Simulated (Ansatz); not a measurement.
`C[SiH](F)[SeH]` → `[CH2]` (triplet) + `F[SiH2][SeH]`  (formal loss of a carbene)

Program: Ansatz. Geometries: PBE0-D4/def2-TZVP. ΔE: electronic, gas phase. CCSD(T)/CBS is the MP2 limit (def2-TZVPP, def2-QZVPP) plus CCSD(T) − MP2 in def2-TZVPP, frozen cores. This one scheme is used for every species. Functionals use def2-TZVPP. Triplets are unrestricted, without spin–orbit coupling. For Se outer-core shells are correlated without core-valence functions, which leaves a few kJ/mol of doubt a bond. Scalar relativity is left out up to krypton. One conformer a species, not always the lowest.

```csv
level,ΔE (kJ/mol)
B97M-V,492.7
r2SCAN0-D4,465.4
LC-ωPBE,478.9
RPA@PBE/def2-TZVPP,465.3
HF/def2-SVP,339.8
MP2/def2-SVP,472.8
MP2/def2-TZVPP,491.2
MP2/CBS(def2),503.8
```

Q: What does CCSD(T)/CBS give? (Best estimate.)

A: Computed: +489.0 kJ/mol. The listed levels differ from it by 3.7, -23.6, -10.1, -23.7, -149.2, -16.2, 2.2, 14.8 kJ/mol.

Largest T1 diagnostic among the species: 0.011.

The D4 term adds +11.3 kJ/mol with B3LYP and +6.1 kJ/mol with PBE0; it sums over pairs of atoms, weighted by their polarisabilities, and B3LYP, whose exchange is more repulsive, gets the larger term. From BLYP to BHLYP (50 % exact exchange), in def2-TZVPP and without D4, ΔE moves by −4.3 kJ/mol. In def2-TZVPP, CCSD(T) changes the Hartree–Fock value by +139.9 kJ/mol (the triples alone add +11.5 kJ/mol) and MP2 by +154.7 kJ/mol.

B3LYP here is the variant with VWN-RPA as its local correlation; programs differ in this.
